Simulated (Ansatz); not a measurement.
Computed with Ansatz on PBE0-D4/def2-TZVP structures; ΔE is electronic, products minus reactants. CCSD(T)/CBS adds triple-zeta CCSD(T) − MP2 to the extrapolated MP2 energy (def2 sets, frozen cores). This one scheme is used for every species. Double bonds are as drawn, so ΔE can hold a change between cis and trans. DFT in def2-TZVPP. B3LYP here is the variant with VWN-RPA as its local correlation; programs differ in this. Each species was taken in one conformer, which may not be the lowest.

Reaction (formal exchange of groups at a C–C bond): `F/C(=C/Cl)C[SiH3]` + `C=CCl` → `[SiH3]C/C=C/Cl` + `F/C=C/Cl`

```
             level  ΔE (kJ/mol)  difference from CCSD(T)/CBS
            PBE-D4         18.1                         -1.0
         r2SCAN-D4         21.0                          1.9
           ωB97X-V         20.0                          0.9
           ωB97M-V         20.7                          1.6
            B2PLYP         17.5                         -1.6
               PBE         16.0                         -3.1
            r2SCAN         20.6                          1.5
              PBE0         16.7                         -2.4
             B3LYP         15.9                         -3.2
     HF/def2-TZVPP         15.5                         -3.6
CCSD(T)/def2-TZVPP         18.2                         -0.9
     HF/def2-QZVPP         15.1                         -4.0
    MP2/def2-QZVPP         19.7                          0.6
SCS-MP2/def2-QZVPP         17.7                         -1.4
      HF/CBS(def2)         15.1                         -4.0
     MP2/CBS(def2)         20.2                          1.1
       CCSD(T)/CBS         19.1                            0
```

Largest T1 diagnostic among the species: 0.012.

The D4 term adds +3.4 kJ/mol with B3LYP and +1.9 kJ/mol with PBE0; it sums over pairs of atoms, weighted by their polarisabilities, and B3LYP, whose exchange is more repulsive, gets the larger term.
